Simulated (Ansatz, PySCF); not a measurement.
Molecule: C$_{4}$H$_{5}$S (charge -1, singlet). It need not be the lowest isomer of its formula. Whether it binds its extra electron was not tested at this geometry. 
Structure (B3LYP-D3(BJ)/def2-TZVP (Ansatz, a quantum-chemistry and plane-wave program) minimum search):
SMILES: [C-]1=CCSC1
```xyz
10

C     -1.4020    -0.0637    -0.0788
C     -0.8343    -1.4091    -0.0553
C      0.4952    -1.4255     0.0190
C      1.2992    -0.1127     0.0720
S      0.1026     1.2581     0.0134
H     -1.9418     0.1794    -0.9973
H     -2.0411     0.1685     0.7765
H      1.0988    -2.3359     0.0472
H      1.8979    -0.0427     0.9891
H      1.9965    -0.0319    -0.7717
```
Charge -1, spin multiplicity 1.

Total electronic energies in hartree. Cores are frozen in the correlated levels unless marked. Spin-orbit coupling is left out. No relativistic terms. CBS(X,Y): correlation extrapolated as X^-3; Hartree-Fock from the larger set. [CCSD(T)-MP2]/basis is that difference in the basis named.

```csv
level,program,energy (Eh)
HF/aug-cc-pV(D+d)Z,Ansatz,-551.85069
HF/cc-pV(Q+d)Z,Ansatz,-551.90508
PBE-D4/def2-TZVPD,Ansatz + dftd4,-553.27958
revPBE-D3(BJ)/def2-TZVPD,Ansatz + dftd3,-553.55520
B97M-V/def2-TZVPD,Ansatz,-553.54809
PBE0/def2-SVP,Ansatz,___
PBE0-D4/def2-TZVPD,Ansatz + dftd4,-553.32077
PBE0/def2-TZVP,Ansatz,-553.30695
TPSSh-D4/def2-TZVPD,PySCF + dftd4,-553.68672
r2SCANh/def2-TZVPD,Ansatz,-553.51118
HSE06-D3(BJ)/def2-TZVPD,Ansatz + dftd3,-553.30189
HSE06/def2-TZVPD,Ansatz,-553.29596
CAM-B3LYP-D4/def2-TZVPD,Ansatz + dftd4,-553.56606
wB97X-V/def2-TZVPD,Ansatz,-553.53245
B2GP-PLYP-D4/def2-TZVPD,Ansatz + dftd4,-553.29291
B2GP-PLYP/def2-TZVPD,Ansatz,-553.28863
B2PLYP-D4/def2-TZVPD,Ansatz + dftd4,-553.37511
MP2/6-31G*,Ansatz,-552.43170
MP2/cc-pVTZ,Ansatz,-552.73392
RI-MP2/cc-pV(Q+d)Z,Ansatz,-552.80994
CCSD/6-31G,Ansatz,-552.15757
CCSD/cc-pwCVTZ,Ansatz,-552.78151
"RI-MP2/CBS(aug-cc-pV(T+d)Z,aug-cc-pV(Q+d)Z)+[CCSD(T)-MP2]/aug-cc-pV(T+d)Z",Ansatz,-552.9400
```

Problem. Some entries are withheld; supply them.

Solution. 
- PBE0/def2-SVP, energy (Eh): -552.99088
